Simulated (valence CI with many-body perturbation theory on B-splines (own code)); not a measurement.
Kr31+: E2, E3, M1, M2 decay

Computed by valence CI with perturbative core correlation (CI+MBPT): three valence electrons over a frozen Dirac-Fock core [He], radial functions for each j: 11 s, 11 p, 10 d, 8 f, 5 g, 2 h, with the one-electron correlation potential Σ1, the two-electron term Σ2, the three-electron term Σ3, Breit, model QED; selected CI, second order for the rest, scaled by the run's own slope (own B-spline code, finite nucleus).

The last digits are not significant, and no measured levels were compared; by estimate large intervals hold to a few tenths of a per cent, small ones and those within an open d or f shell to about a per cent.

Lines 1 to 23 of 23 in falling wavelength, among levels below 3066.8 eV, chosen from the decays that carry over 1 % of a level's rate. Wavelengths and rates use the calculated energies. Electric multipoles are in the length gauge, E1 and E2 with the static RPA response of the core. Weak lines are less certain than strong ones. Lines between different terms over intervals too small for the method are left out, as are lines whose strength nearly cancels.

Levels are named by their leading jj configuration (3d3/2^4 stands for four electrons in 3d with j = 3/2), which in mixed levels can hold well under half, so a name can repeat and another be missing. Letters in brackets count levels of one name in rising energy.

| λ vac (Å) | Upper | Lower | Type | A (s⁻¹) | Branch % |
| --- | --- | --- | --- | --- | --- |
| 203.1 | (2s^2 2p3/2) J=3/2 | (2s^2 2p1/2) J=1/2 | M1 | 1.07e+06 | 100.0 |
| 6.002 | (2s 2p3/2 3p3/2) J=7/2 | (2s 2p3/2^2) J=5/2 | E2 | 5.64e+09 | 14.2 |
| 5.984 | (2s^2 3p1/2) J=1/2 | (2s^2 2p3/2) J=3/2 | E2 | 3.34e+10 | 4.9 |
| 5.952 | (2s 2p1/2 3p3/2) J=5/2 | (2s 2p1/2 2p3/2) J=5/2 | E2 | 1.02e+10 | 1.1 |
| 5.935 | (2s^2 3p3/2) J=3/2 | (2s^2 2p3/2) J=3/2 | E2 | 1.60e+10 | 1.6 |
| 5.918 | (2s 2p3/2 3d5/2) J=9/2 | (2s 2p3/2^2) J=5/2 | M2 | 2.30e+08 | 18.8 |
| 5.821 | (2s 2p3/2 3p3/2) J=7/2 | (2s 2p1/2 2p3/2) J=5/2 | E2 | 1.44e+10 | 36.2 |
| 5.795 | (2s 2p1/2 3p3/2) J=5/2 | (2s 2p1/2^2) J=1/2 | E2 | 1.84e+10 | 2.1 |
| 5.774 | (2s 2p3/2 3p3/2) J=7/2 | (2s 2p1/2 2p3/2) J=3/2 [a] | E2 | 1.37e+10 | 34.4 |
| 5.767 | (2s^2 3p3/2) J=3/2 | (2s^2 2p1/2) J=1/2 | E2 | 1.71e+10 | 1.7 |
| 5.743 | (2s 2p3/2 3d5/2) J=9/2 | (2s 2p1/2 2p3/2) J=5/2 | E3 | 1.44e+07 | 1.2 |
| 5.737 | (2p1/2 2p3/2 3d3/2) J=7/2 | (2s 2p3/2^2) J=3/2 | E2 | 4.19e+09 | 2.7 |
| 5.697 | (2s 2p3/2 3d5/2) J=9/2 | (2s 2p1/2 2p3/2) J=3/2 [a] | E3 | 1.68e+07 | 1.4 |
| 5.617 | (2p1/2 2p3/2 3d3/2) J=7/2 | (2s 2p3/2^2) J=5/2 | E2 | 4.40e+09 | 2.8 |
| 5.605 | (2p1/2 2p3/2 3d5/2) J=9/2 | (2s 2p3/2^2) J=5/2 | E2 | 2.21e+09 | 2.0 |
| 5.575 | (2p3/2^2 3d5/2) J=7/2 | (2s 2p3/2^2) J=3/2 | E2 | 2.44e+10 | 1.1 |
| 5.542 | (2p1/2 2p3/2 3d3/2) J=7/2 | (2s 2p1/2 2p3/2) J=3/2 [b] | E2 | 1.57e+10 | 10.1 |
| 5.462 | (2p3/2^2 3d5/2) J=7/2 | (2s 2p3/2^2) J=5/2 | E2 | 4.99e+10 | 2.3 |
| 5.459 | (2p1/2 2p3/2 3d3/2) J=7/2 | (2s 2p1/2 2p3/2) J=5/2 | E2 | 5.89e+10 | 38.0 |
| 5.457 | (2p3/2^2 3d5/2) J=9/2 | (2s 2p3/2^2) J=5/2 | E2 | 8.43e+10 | 65.2 |
| 5.447 | (2p1/2 2p3/2 3d5/2) J=9/2 | (2s 2p1/2 2p3/2) J=5/2 | E2 | 8.53e+10 | 75.3 |
| 5.430 | (2p1/2 2p3/2 3d5/2) J=7/2 [a] | (2s 2p1/2 2p3/2) J=3/2 [a] | E2 | 8.49e+10 | 3.5 |
| 5.308 | (2p3/2^2 3d5/2) J=9/2 | (2s 2p1/2 2p3/2) J=5/2 | E2 | 3.05e+09 | 2.4 |
